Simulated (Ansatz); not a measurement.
The same path of Cl₃H₃OSn (8 atoms, charge 0, multiplicity 1) was run twice with different band settings. Lost on the way: Sn1–Cl2, O6–H8. Made: Cl2–H8.

Method: RKS PBE/def2-SVP in Ansatz 0.2.0.

Relaxed end points:

```xyz
8
Properties=species:S:1:pos:R:3
Sn 0.085 0.013 0.057
Cl -0.078 0.302 2.444
Cl 2.203 0.393 -0.919
H -0.872 1.346 -0.491
Cl -1.191 -1.839 -0.808
O 1.220 -1.971 0.975
H 0.573 -2.647 0.672
H 1.002 -1.819 1.923
```

```xyz
8
Properties=species:S:1:pos:R:3
Sn 0.006 -0.478 -0.334
Cl 0.913 0.318 2.945
Cl 2.111 0.261 -1.079
H -1.057 0.729 0.236
Cl -0.926 -1.672 -2.145
O 0.288 -1.888 1.095
H 0.857 -2.618 0.776
H 0.750 -0.876 2.358
```

Common settings: movable images 5; climbing image yes; spring 5.0 eV/Å²; optimiser quadratic models (default); force threshold 0.05 eV/Å; iteration limit 60; end points relaxed.

| run | start path |
| --- | --- |
| 1 | through a guess of the saddle point |
| 2 | straight line |

**Question.** What does each run give, and how far can it be trusted?

**Answer.** Run 1: converged after 15 iterations, highest image 0.748 eV above the first end. A vibrational analysis at the climbing image gives one clearly imaginary mode, 226i cm⁻¹: a first-order saddle point.
Run 2: converged after 17 iterations, highest image 0.723 eV above the first end. The order of the point at the top wasn't checked.
The orbitals stay closed-shell, which can raise the energy where a bond breaks towards radicals; this wasn't checked here.
